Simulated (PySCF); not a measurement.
# Relaxation of doublet SeF₃

Level of theory: UPBE/[Se def2-SVP, F def2-SVP], no relativity, density fitting, PySCF. A (50,194) grid was used.

A hand-made trigonal planar start, of D3h symmetry, held to at least that symmetry:

Coordinates in bohr (charge 0 multiplicity 2):
```
Se    0.0000    0.0000    0.0000
F     3.4015    0.0000    0.0000
F    -1.7008    2.9457    0.0000
F    -1.7007   -2.9458    0.0000
```

Optimiser trace:
```csv
step,E − E(last) (kJ/mol),largest gradient (Eh/bohr)
0,8.19,0.02359
1,0.29,0.00407
2,0.00,0.00048
3,0.00,0.00001
```

It ends at D3h with Se–F 1.849 Å (×3); F–Se–F 120.0° (×3) (after a last refinement on a finer grid). A frequency run shows 3 imaginary modes, down to 182i cm⁻¹, so it is a higher-order saddle point. Other isomers or separated fragments may lie lower.
